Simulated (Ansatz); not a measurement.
`BN[SiH2]F` + `[BH2][AlH][OH]` → `B[O][AlH][BH2]` + `N[SiH2]F`  (ligand exchange at a B–N bond)

Program: Ansatz. Geometries: PBE0-D4/def2-TZVP. ΔE: electronic, gas phase. CCSD(T)/CBS adds triple-zeta CCSD(T) − MP2 to the extrapolated MP2 energy (def2 sets, frozen cores). DFT in def2-TZVPP. HSE06 is defined as in plane-wave codes. Each species was taken in one conformer, which may not be the lowest.

`BN[SiH2]F`:

```xyz
9

B     0.847    0.724    1.082
N     0.536    0.315   -0.224
Si   -0.851   -0.605   -0.683
F    -0.465   -2.143   -0.886
H     0.095    0.436    1.968
H     1.845    1.352    1.287
H     1.189    0.568   -0.953
H    -1.350   -0.128   -1.993
H    -1.848   -0.519    0.400
```

`[BH2][AlH][OH]`:

Z-matrix (Å, degrees):
```
B
Al 1 2.121
H 1 1.199 2 122.7
H 1 1.199 2 122.7 3 -178.8
O 2 1.703 1 116.4 3 -90.7
H 2 1.595 1 125.1 3 89.3
H 5 0.956 2 123.0 1 179.9
```

`B[O][AlH][BH2]`:

```xyz
9

B    -1.000   -1.770   -0.941
O    -0.293   -0.973   -0.143
Al    0.604    0.053    0.862
B     0.657    2.109    0.344
H    -2.168   -1.958   -0.712
H    -0.466   -2.293   -1.886
H     1.316   -0.641    2.097
H    -0.148    2.899    0.752
H     1.498    2.574   -0.373
```

`N[SiH2]F`:

```xyz
7

N    -0.055    0.110   -1.040
Si    0.140   -0.015    0.639
F    -1.083   -0.717    1.405
H     0.084   -0.677   -1.653
H    -0.647    0.809   -1.457
H     0.236    1.351    1.199
H     1.324   -0.861    0.908
```

```csv
level,ΔE (kcal/mol)
HSE06,-2.5
HF/def2-SVP,-6.2
```

(1) What does CCSD(T)/CBS give? (Estimate.)

(2) What do rigid-rotor, harmonic-oscillator terms from PBE0-D4/def2-TZVP frequencies (298.15 K, 1 bar) make of the CCSD(T)/CBS value? (Best estimate.)

Largest T1 diagnostic among the species: 0.014.

## Answers

(1) Computed: -2.2 kcal/mol. The listed levels differ from it by -0.3, -4.0 kcal/mol.

(2) The calculation gave: ΔZPE = -0.7 kcal/mol, ΔH = -2.4 kcal/mol, ΔS = 15 J/(mol·K), ΔG = -3.5 kcal/mol.

Leaving LDA and LC-ωPBE aside and taking each functional with its dispersion term where it has one, the values, not all of them listed here, spread over 2.4 kcal/mol, from BHLYP-D4 to revPBE-D4. At CCSD(T), def2-SVP lies −0.7 kcal/mol from the extrapolated value and def2-TZVPP +0.1 kcal/mol.
